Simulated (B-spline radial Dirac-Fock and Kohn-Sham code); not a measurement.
**Satellites and hypersatellites of the K lines of Ga⁶⁺**

System: Ga⁶⁺, configuration 1s2 2s2 2p6 3s2 3p6 3d7.

Model: relaxed Dirac-Fock hole states (ΔSCF) with Breit and QED corrections and a finite nucleus. Program: a radial atomic solver. Each two-hole energy is an average over J within one jj subconfiguration, not an observable level; in light atoms, where LS coupling holds, the j-resolved values are not observed lines, and for a K spectator the Kα1 hypersatellite is nearly forbidden. No correlation.

Lines without a spectator: Kα2 (K-L2) 9222.4 eV, Kα1 (K-L3) 9249.5 eV, Kβ3 (K-M2) 10271.5 eV, Kβ1 (K-M3) 10275.4 eV. Shifts in eV with one spectator hole (a dash: not computed, or left out as unreliable):

```
spectator hole     Kα2     Kα1     Kβ3     Kβ1
        K (1s)  +330.8  +334.5  +416.4  +417.1
    L2 (2p1/2)   +32.2   +39.6       –   +89.4
    L3 (2p3/2)   +35.8   +34.6   +85.4       –
    M2 (3p1/2)       –   +3.53   +9.03  +11.14
    M3 (3p3/2)   +3.13       –  +10.46   +9.95
```

With n spectator holes in 2p, averaged over the 2p shell (energies in eV):

```csv
n,KαLⁿ,step,hypersatellite KαʰLⁿ
0,9240.4,–,9573.7
1,9276.5,+36.1,9611.1
2,9313.8,+37.3,9649.6
3,9352.3,+38.5,9689.4
4,9391.9,+39.6,9730.3
5,9432.7,+40.9,9772.4
```

Run: 29 s of CPU time on 1 thread of Neoverse-N1 (shared host), peak memory 0.37 GiB.
